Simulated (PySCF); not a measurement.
Bonding in `CC/C(C)=N\NC1CC1`

Species: C₇H₁₄N₂.
SMILES with atom numbers: `[CH3:1][CH2:2]/[C:3]([CH3:4])=[N:5]\[NH:6][CH:7]1[CH2:8][CH2:9]1` (hydrogens: H10, H11, H12 on C1; H13, H14 on C2; H15, H16, H17 on C4; H18 on N6; H19 on C7; H20, H21 on C8; H22, H23 on C9)

Structure used (GFN2-xTB), in Å, numbered top down from 1:
```xyz
23
C7H14N2 angstrom
C     -2.110    1.535   -0.004
C     -1.803    0.437   -1.027
C     -1.273   -0.810   -0.353
C     -2.285   -1.851    0.013
N     -0.063   -1.053   -0.056
N      0.960   -0.243   -0.376
C      2.182   -0.487    0.309
C      3.407    0.279   -0.074
C      2.764    0.519    1.265
H     -2.497    2.423   -0.500
H     -1.217    1.811    0.553
H     -2.855    1.188    0.709
H     -2.718    0.184   -1.566
H     -1.080    0.807   -1.760
H     -1.808   -2.651    0.570
H     -3.077   -1.411    0.619
H     -2.742   -2.265   -0.886
H      0.774    0.730   -0.604
H      2.272   -1.537    0.551
H      4.351   -0.242   -0.106
H      3.311    1.048   -0.826
H      3.265    0.165    2.152
H      2.237    1.452    1.408
```

Bond orders from the PBE0/pcSseg-1 density (PySCF). One conformer (not necessarily the lowest) at the GFN2-xTB geometry, without solvent, vibrations or thermal averaging.

Q: Where do the orders between heavy atoms depart from those drawn in the SMILES?

A: The largest departure is 0.151, at C3–N5 (drawn double, 1.849).

Q: Set the Mayer orders of the bonds between heavy atoms beside their lengths.

A: 
```json
{"bond": "C1–C2", "drawn as": "single", "length (Å)": "1.531", "Mayer order": "1.032"}
{"bond": "C2–C3", "drawn as": "single", "length (Å)": "1.514", "Mayer order": "0.984"}
{"bond": "C3–C4", "drawn as": "single", "length (Å)": "1.497", "Mayer order": "1.043"}
{"bond": "C3–N5", "drawn as": "double", "length (Å)": "1.269", "Mayer order": "1.849"}
{"bond": "N5–N6", "drawn as": "single", "length (Å)": "1.343", "Mayer order": "1.061"}
{"bond": "N6–C7", "drawn as": "single", "length (Å)": "1.423", "Mayer order": "0.953"}
{"bond": "C7–C8", "drawn as": "single", "length (Å)": "1.495", "Mayer order": "0.956"}
{"bond": "C8–C9", "drawn as": "single", "length (Å)": "1.505", "Mayer order": "0.956"}
{"bond": "C9–C7", "drawn as": "single", "length (Å)": "1.505", "Mayer order": "0.948"}
```

Bonds between the same two heavy elements. C–C: lowest C9–C7 (0.948, 1.505 Å), highest C3–C4 (1.043, 1.497 Å); in 7 of the 15 pairs the longer bond (by over 0.003 Å) has the higher order (by 0.02 or more). C–N: lowest N6–C7 (0.953, 1.423 Å), highest C3–N5 (1.849, 1.269 Å).

Q: And the bonds to hydrogen?

A: C–H: 0.94 to 0.97 (13 bonds); H–N: 0.90 (1 bond).

Q: Sum the orders of all bonds at each heavy atom with more than one neighbour and set the sums beside the valence in the SMILES.

A: C1 3.932 (drawn 4), C2 3.903 (drawn 4), C3 3.876 (drawn 4), C4 3.905 (drawn 4), N5 2.910 (drawn 3), N6 2.914 (drawn 3), C7 3.809 (drawn 4), C8 3.823 (drawn 4), C9 3.811 (drawn 4). Orders between atoms that aren't bonded are not in these sums.

For a closed shell the Mayer order of atoms A and B is Σ (PS)μν (PS)νμ over the basis functions μ on A and ν on B, with P the density and S the overlap matrix.

These values come from a run that also computed NMR shieldings. The run took 43 s of wall time on an Arm Neoverse V2 with one thread, no GPU, shared host with 96 logical CPUs at a one-minute load of 30, and the process peaked at 1.0 GiB of memory.
